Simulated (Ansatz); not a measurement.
Program: Ansatz 0.2.0.

A structure relaxed at PBE0-D4/def2-TZVP, charge 0, multiplicity 1:

| atom | x (Å) | y (Å) | z (Å) |
| --- | --- | --- | --- |
| O1 | -1.5547 | 0.5459 | 0.7427 |
| Mo2 | 0.0430 | 0.0145 | -0.0159 |
| O3 | 0.9618 | 0.1044 | 1.5830 |
| O4 | -0.4219 | 0.6245 | -1.6953 |
| O5 | 1.2361 | -1.2019 | -0.7125 |
| F6 | 0.8894 | 1.7534 | -0.0973 |
| Cl7 | -1.1664 | -2.0678 | 0.1645 |
| H8 | -2.2669 | -0.0697 | 0.9459 |
| H9 | 1.4058 | 0.9209 | 1.8374 |
| H10 | -0.1970 | 1.5232 | -1.9601 |
| H11 | 1.0707 | -2.1473 | -0.7924 |

Problem. Give its formula and SMILES.

Solution. ClFH4MoO4, `[OH][Mo]([OH])([OH])([OH])([F])[Cl]`.

Problem. Point group (tolerance 0.08 Å, 0.16 Å for H)?

Solution. Cs.

Problem. Summarise the bond lengths by kind.

Solution. 4 × Mo–O 1.841 to 1.847 Å; 4 × H–O 0.963 to 0.964 Å; 1 × F–Mo 1.936 Å; 1 × Cl–Mo 2.415 Å.
